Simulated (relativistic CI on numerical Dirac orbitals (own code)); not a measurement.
**Ba⁺: from the plainest model towards the measured levels**

Calculated with a relativistic CI code on KLI orbitals (one set per configuration, finite nucleus), adding one ingredient at a time: step 1, Dirac-Coulomb, each configuration alone; step 2, with Breit and QED terms; step 3, with configuration mixing; step 4, with scaled Slater integrals (0.85); step 5, with a P86 correlation estimate; step 6, tied to the ionisation limit. P86 is a density functional for the correlation energy, evaluated here for each configuration and added to its levels. Step 6 is semi-empirical: configurations made of the next ion and one excited electron move by 2262 cm⁻¹, so that their limit matches the tabulated ionisation energy, and those with a non-penetrating f or g electron also take the P86 value of the least penetrating other one.

Configuration list (outside the closed core [Xe]): 6s, 5d, 6p, 7s, 6d, 4f, 7p, 6f, 8s, 7d, 8p, 8d, 5f, 7f.

Computed minus measured energy above the ground level, in cm⁻¹, for 6 of the 11 excited levels that pair in every step (one J of a term; a digit in brackets numbers repeated terms):

```tsv
Configuration	Term	J	Measured	Step 1	Step 2	Step 3	Step 4	Step 5	Step 6
5d	2D	3/2	4874	1464	1347	1345	1345	-903	1359
6p	2P°	1/2	20262	-1970	-1990	-1990	-1990	-1263	999
7s	2S	1/2	42355	-3673	-3705	-3703	-3703	-2015	247
6d	2D	3/2	45949	-3711	-3774	-3773	-3773	-2461	-199
4f	2F°	5/2	48259	792	693	-598	-598	4136	4735
7p	2P°	1/2	49390	-4072	-4110	-4108	-4108	-1876	386
```

Mean absolute errors in cm⁻¹, over all paired levels and for the configurations:

| Configuration, levels | Step 1 | Step 2 | Step 3 | Step 4 | Step 5 | Step 6 |
| --- | --- | --- | --- | --- | --- | --- |
| all, 11 | 2487 | 2472 | 2492 | 2492 | 2196 | 1356 |
| 5d, 2 | 1317 | 1184 | 1184 | 1184 | 1064 | 1198 |
| 6p, 2 | 2125 | 2154 | 2154 | 2154 | 1426 | 835 |
| 7s, 1 | 3673 | 3705 | 3703 | 3703 | 2015 | 247 |
| 6d, 2 | 3720 | 3786 | 3785 | 3785 | 2472 | 211 |
| 4f, 2 | 553 | 449 | 565 | 565 | 4170 | 4768 |
| 7p, 2 | 4128 | 4171 | 4169 | 4169 | 1937 | 325 |

Measured levels: NIST Handbook of Basic Atomic Spectroscopic Data (Sansonetti and Martin, J. Phys. Chem. Ref. Data 34, 1559 (2005)).

**Question.** What does each ingredient do to the ground and the excited configurations, and where is the model closest to experiment?

**Answer.** Mixing lowers the ground level by 2; relative to it the configurations that move most are 4f by -1014, 7s by +2, 7p by +2. The P86 estimate moves 4f by +4734, 5d by -2248, 7p by +2233, and takes the mean absolute error of the excited configurations from 2492 to 2196. Step 6 takes that error from 2196 to 1356; the error more than halves for 7s, 6d, 7p. The mean absolute error is lowest at step 6 (1356 cm⁻¹), and the largest single drop is from step 5 to 6 (2196 to 1356).
